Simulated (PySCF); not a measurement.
## Assignment exercise: CH14OSi5

Numbering as in the mapped SMILES `[OH:1][SiH2:2][CH2:3][Si:4]([SiH3:5])([SiH3:6])[SiH3:7]`. Each H is labelled by its parent atom.

[PySCF 2.14: NMR shieldings at PBE0/pcSseg-1/GIAO; structure optimised with GFN2-xTB; no solvent model; non-relativistic Hamiltonian; single conformer; one averaged value for each set of equivalent atoms]

Shifts are taken against calculated references (same method and geometry level): 1H (31.72 ppm) against TMS.

Question: Assign these signals to the numbered atoms. 1H NMR (400 MHz, computed): δ 5.12 (t, 2H), 3.62 (s, 9H), 0.69 (br s, 1H), -0.03 (t, 2H).

Answer: 
```tsv
δ (ppm)	atoms	environment	reason
5.12	H(Si2)	hydrogen on a silicon bonded to C, O	–
3.62	H(Si5)/H(Si6)/H(Si7)	hydrogen on a silicon bonded to Si	–
0.69	H(O1)	hydrogen on an oxygen bonded to Si	exchangeable, gas-phase position
-0.03	H(C3)	hydrogen on an sp3 CH2 bonded to 2 Si	an electropositive neighbour shields it, as in TMS itself
```

Exchangeable OH/NH protons stand at their gas-phase positions; hydrogen bonding in a real sample shifts them, mostly to higher δ. No couplings were computed; multiplicities are counted from neighbouring protons, with m where these are inequivalent, close in shift, in a saturated or five-membered ring or joined by F or P, and br s for small geminal =CH2 splittings.
